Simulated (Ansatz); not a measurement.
Calculated with Ansatz (gas phase, PBE0-D4/def2-TZVP geometries, no zero-point term in ΔE). CBS: MP2 limit from def2 TZ/QZ plus the TZ coupled-cluster correction, frozen cores. This one scheme is used for every species. Functionals use def2-TZVPP. No spin–orbit coupling; open shells (•) take unrestricted orbitals. Each species was taken in one conformer, which may not be the lowest.

Consider the homolysis of the B–Si bond: `OB(S)[SiH2][SiH3]` → `O[B]S`• + `[SiH2][SiH3]`•.

```csv
species,ωB97X-V energy (Eh)
`OB(S)[SiH2][SiH3]`,-1081.42106
`O[B]S`•,-499.43145
`[SiH2][SiH3]`•,-581.85000
```

(1) Work out ΔE.

Largest T1 diagnostic among the species: 0.016.

Results:

(1) ΔE = (-499.43145) + (-581.85000) − (-1081.42106) = 0.13961 Eh = +87.6 kcal/mol. CCSD(T)/CBS gives +86.8 kcal/mol.

In def2-TZVPP, CCSD(T) changes the Hartree–Fock value by +23.9 kcal/mol (the triples alone add +2.1 kcal/mol) and MP2 by +25.2 kcal/mol; breaking electron pairs costs correlation energy, which Hartree–Fock lacks. The D4 term adds +3.8 kcal/mol with B3LYP and +2.2 kcal/mol with PBE0; it sums over pairs of atoms, weighted by their polarisabilities, and B3LYP, whose exchange is more repulsive, gets the larger term.

B3LYP here is the variant with VWN-RPA as its local correlation; programs differ in this.
